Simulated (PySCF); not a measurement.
An unknown shows these calculated signals:

¹H NMR (500 MHz, computed): δ 4.48 (br, 2H), 2.78 (s, 6H).

¹³C{¹H} NMR (computed): δ 36.0 (CH3).

Level of theory: geometry from PBE0-D3(BJ)/def2-SVP, shieldings: GIAO PBE0/pcSseg-1, spin–spin couplings from B3LYP/pcJ-1 (spin–dipole term only in couplings to heteroatoms), in PySCF 2.14.0 with density-fitted response routines (no solvent, non-relativistic Hamiltonian, single conformer, equivalent nuclei averaged).

δ = σ(ref) − σ, references computed at the same level: ¹H (σ = 31.27 ppm), ¹³C (σ = 184.41 ppm) against TMS.

Which of these does the molecule contain: an N-methyl group, a Si–CH3 group, a nitrile, a ketone?

Results:


- An N-methyl group: yes (δC 36.0; δH 2.78 (s)).
- A Si–CH3 group: no.
- A nitrile: no.
- A ketone: no.

The data belong to `InChI=1S/C2H8B3NO3/c1-6(2)5-8-3-7-4-9-5/h3-4H,1-2H3`; they needn't prove each group on their own.

Carbon signals by region: 1 below 50 ppm.

Hydrogens on boron are broadened and split by ¹¹B (spin 3/2, 80 %) and 10B (spin 3). Shifts are as computed. Against solution values, carbons near 30 ppm lie about +2 ppm off and those near 130 ppm about +5 ppm. Of 1313 compounds with measured shifts, 239 miss one by over three times the rms of a fit or turn the order of signals round; such compounds aren't used in these exercises.
